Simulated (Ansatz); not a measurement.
Consider the formal exchange of groups at a B–F bond: `FB(F)S` + `CC(C)(C)CO` → `OCB(F)S` + `CC(C)(C)F`.

Gas-phase electronic energies from Ansatz, PBE0-D4/def2-TZVP geometries. CBS: MP2 limit from def2 TZ/QZ plus the TZ coupled-cluster correction, frozen cores. This one scheme is used for every species. Functionals use def2-TZVPP. B3LYP here is the variant with VWN-RPA as its local correlation; programs differ in this. HSE06 is defined as in plane-wave codes. Each species was taken in one conformer, which may not be the lowest.

(1) Is it downhill or uphill in electronic energy at CCSD(T)/CBS, and by how much? (Estimate.)

(2) What do these levels give: LDA (SPW92), PBE-D4, B3LYP, HSE06, MP2/def2-QZVPP, SCS-MP2/def2-QZVPP? (Best estimate.)

Largest T1 diagnostic among the species: 0.013.

Results:

(1) Ansatz gave: Uphill: ΔE = +1.76 eV.

(2) Ansatz gave: LDA (SPW92) 1.68, PBE-D4 1.61, B3LYP 1.58, HSE06 1.63, MP2/def2-QZVPP 1.89, SCS-MP2/def2-QZVPP 1.82 eV.

Leaving LDA and LC-ωPBE aside and taking each functional with its dispersion term where it has one, the values, not all of them listed here, spread over 0.18 eV, from PBE-D4 to PBE-QIDH. LDA lies +0.12 eV from PBE without D4. At CCSD(T), def2-SVP lies +0.18 eV from the extrapolated value and def2-TZVPP +0.05 eV. From BLYP to BHLYP (50 % exact exchange), in def2-TZVPP and without D4, ΔE moves by +0.15 eV.
